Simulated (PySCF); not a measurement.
Compound: C₅H₃F₃NO (doublet state).
Geometry (GFN2-xTB, Å), atoms numbered from 1 in this order:
```xyz
13
C5H3F3NO angstrom
N      1.7663    1.0818   -0.1591
C      1.9982   -0.1506    0.3264
O      3.0758   -0.6889    0.3399
C      0.7617   -0.8436    0.8771
C     -0.4478   -0.5027    0.5917
C     -1.6087    0.0568    0.1807
F     -2.1459    1.0473    0.9376
C     -2.3502   -0.3347   -0.9123
F     -1.9470   -1.2836   -1.7512
F     -3.5000    0.2069   -1.2836
H      0.8527    1.4988   -0.1265
H      2.5359    1.6092   -0.5375
H      1.0048   -1.6961    1.4990
```

The hyperfine couplings belong to this conformer and change with its torsions.

As a line formula: `O=C(/C=[C]\C(F)=C(F)F)N` [radical].

Theory: UKS B3LYP, pcH-1 on C F H N O, non-relativistic, mean-field spin-orbit, GIAO (PySCF 2.14.0). Geometry: GFN2-xTB, one conformer, isolated molecule. A GFN2-xTB geometry isn't a minimum of the functional, and hyperfine couplings can be far from their values at a DFT geometry. The frame is twisted about the C2–C4 bond at this geometry (dihedral O3–C2–C4–H13 = 16°); couplings at other torsion angles weren't computed. No stability test was run, so a lower SCF solution isn't excluded. ⟨S²⟩ is 0.776 where a pure state has 0.75.

Principal values of hyperfine tensors in MHz (contact and dipolar terms together), for some of the nuclei:

| atom | isotope | A1 | A2 | A3 |
| --- | --- | --- | --- | --- |
| H13 | 1H | 99.69 | 100.67 | 109.00 |
| F10 | 19F | -73.76 | -41.85 | 421.11 |
| F9 | 19F | -66.42 | -30.36 | 368.45 |
| C8 | 13C | 12.53 | 13.89 | 190.96 |
| C5 | 13C | 12.41 | 26.94 | 160.32 |
| C6 | 13C | -91.43 | -48.90 | -44.45 |
| C4 | 13C | -48.34 | -35.76 | -30.51 |
| F7 | 19F | -97.36 | -0.25 | 33.60 |

(1) Split each tensor into its isotropic and traceless parts, and turn a_iso into mT with g = 2.0032.

(2) What spin density at the nucleus of C8 lies behind its contact coupling (g_N = 1.40482)?

(3) C2 (13C, g_N = 1.40482) isn't in the table. Its spin density at the nucleus is 0.05788 bohr⁻³. What is its contact coupling?

(4) Which nucleus of the table has the largest anisotropic coupling, and what is its form?

(5) In a single crystal, with the field along each principal axis of the tensor of H13 in turn, what first-order splitting does this nucleus give (isotropic g, quadrupole terms neglected)?

## Answers

(1) a_iso = (A1 + A2 + A3)/3, Ti = Ai − a_iso; 1 mT corresponds to 28.038 MHz.

```tsv
atom	a_iso (MHz)	a_iso (mT)	T1	T2	T3
H13	103.12	3.678	-3.43	-2.45	5.88
F10	101.83	3.632	-175.59	-143.68	319.28
F9	90.55	3.230	-156.98	-120.92	277.89
C8	72.46	2.584	-59.93	-58.57	118.50
C5	66.56	2.374	-54.15	-39.61	93.76
C6	-61.59	-2.197	-29.84	12.69	17.14
C4	-38.21	-1.363	-10.14	2.44	7.69
F7	-21.34	-0.761	-76.02	21.09	54.94
```

(2) a_FC = (2μ0/3) gₑ μB g_N μN ρ(0)/(2S·h) = 800.24 MHz × g_N × ρ(0)/(2S), with ρ in bohr⁻³. With a_FC = 72.46 MHz and 2S = 1, ρ(0) = 0.06445 bohr⁻³.

(3) By the same relation, a_FC = 65.1 MHz. Its full tensor has the principal values 59.85, 60.97, 74.39 MHz.

(4) F10: -175.6, -143.7, 319.3 MHz, rhombic: the two smaller values differ by 10 % of the largest.

(5) 2 lines (I = 1/2), spaced by |A_i|/(g × 13.996): 3.56, 3.59, 3.89 mT along the axes of A1, A2 and A3.

The run took 92 s (grids of density and orbitals included) on one thread of an Arm Neoverse V1, no GPU, shared host with 32 logical CPUs at a one-minute load of 22, and the process peaked at 0.97 GiB of memory.
